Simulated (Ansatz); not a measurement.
`[F][In]([F])[I]` + H₂ → `[F][InH][I]` + H–F at 600 K and 1 bar (hydrogenolysis of the In–F bond).

Gas-phase electronic energies from Ansatz, PBE0-D4/def2-TZVP geometries. CCSD(T)/CBS adds triple-zeta CCSD(T) − MP2 to the extrapolated MP2 energy (def2 sets, frozen cores). This one scheme is used for every species. Elements past krypton have def2 core potentials. For I, In outer-core shells are correlated without core-valence functions, which leaves a few kJ/mol of doubt a bond.

| species | CCSD(T)/CBS energy (Eh) | H − E (kJ/mol) | S (J/(mol·K)) |
| --- | --- | --- | --- |
| `[F][In]([F])[I]` | -686.94930 | 51.8 | 402.1 |
| H₂ | -1.17544 | 43.9 | 150.8 |
| `[F][InH][I]` | -587.72167 | 58.2 | 376.6 |
| H–F | -100.39570 | 42.3 | 194.0 |

H − E and S are ideal-gas, rigid-rotor, harmonic terms from PBE0-D4/def2-TZVP. The MP2-based limit puts H₂ 0.8 mEh under its directly extrapolated value; such offsets cancel only in part. 1 Eh = 2625.50 kJ/mol, R = 8.31446 J/(mol·K).

Q: By hand: ΔE, ΔH, ΔS and ΔG.

A: ΔE = (-587.72167) + (-100.39570) − (-686.94930) − (-1.17544) = 0.00737 Eh = 19.3 kJ/mol. Δ(H − E) = 58.2 + 42.3 − 51.8 − 43.9 = 4.8, so ΔH = 24.1 kJ/mol. ΔS = 376.6 + 194.0 − 402.1 − 150.8 = 17.7 J/(mol·K). ΔG = 24.1 − 600 × (17.7)/1000 = 13.5 kJ/mol.

Q: By hand: the equilibrium constant, and the temperature at which ΔG would vanish if ΔH and ΔS stayed fixed.

A: log₁₀ K = −ΔG/(RT ln 10) = -1.2. ΔG = 0 at ΔH/ΔS = 1362 K, though so small a ΔS makes that figure unsure.

TΔS isn't small against ΔH here. A doubt of 5 kJ/mol in ΔE shifts log₁₀ K by 0.4 here. These are equilibria of isolated gas molecules and say nothing of rates. Largest T1 diagnostic: 0.015 (customary marks: 0.02 for closed shells, 0.045 for open ones).
